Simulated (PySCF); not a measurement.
Mean harmonic wavenumber (cm⁻¹) of eight silicon and germanium compounds: PBE-D3(BJ) beside B3LYP-D3(BJ), computed with PySCF for isolated molecules in the bases named; differences from unrounded values. The eight are the first of their class met in an unordered collection, after screening for sound electronic states; none was chosen by its value. Each level has its own optimised geometry.

```tsv
molecule	basis	B3LYP-D3(BJ)
silanone (H2OSi), SMILES O=[SiH2]	def2-TZVP	1348
Si(CF3)(F)3 (CF₆Si), SMILES C([Si](F)(F)F)(F)(F)F	def2-SVP	583
Si(H)2(OH)(iPr) (C3H10OSi), SMILES CC(C)[SiH2]O	def2-SVP	1396
2-silylpropan-2-ol (C3H10OSi), SMILES CC(C)(O)[SiH3]	def2-SVP	1368
Si(F)(Cl)(Et)(OH) (C2H6ClFOSi), SMILES O[Si](F)(CC)Cl	def2-SVP	1240
C2H6ClFSi2, SMILES [SiH3]/C(Cl)=C/[SiH2]F	def2-SVP	1003
CH8FNOSi2, SMILES O[Si@H]([Si@@H](N)C)F	def2-SVP	1192
C2H6N2OSi, SMILES N(=C=O)[Si@H](N)C	def2-SVP	1252
```

Estimate the PBE-D3(BJ) values and say how PBE-D3(BJ) differs from B3LYP-D3(BJ) over the set. (Estimate from the structure and the level; the computed values follow.)


| molecule | PBE-D3(BJ) | difference |
|---|---|---|
| silanone (H2OSi), SMILES O=[SiH2] | 1293 | -56 |
| Si(CF3)(F)3 (CF₆Si), SMILES C([Si](F)(F)F)(F)(F)F | 562 | -22 |
| Si(H)2(OH)(iPr) (C3H10OSi), SMILES CC(C)[SiH2]O | 1359 | -37 |
| 2-silylpropan-2-ol (C3H10OSi), SMILES CC(C)(O)[SiH3] | 1329 | -40 |
| Si(F)(Cl)(Et)(OH) (C2H6ClFOSi), SMILES O[Si](F)(CC)Cl | 1209 | -31 |
| C2H6ClFSi2, SMILES [SiH3]/C(Cl)=C/[SiH2]F | 969 | -33 |
| CH8FNOSi2, SMILES O[Si@H]([Si@@H](N)C)F | 1161 | -31 |
| C2H6N2OSi, SMILES N(=C=O)[Si@H](N)C | 1220 | -32 |
PBE-D3(BJ) lies below B3LYP-D3(BJ) in 8 and above it in 0 of the eight; the mean signed difference is -35 and the largest -56 cm⁻¹.
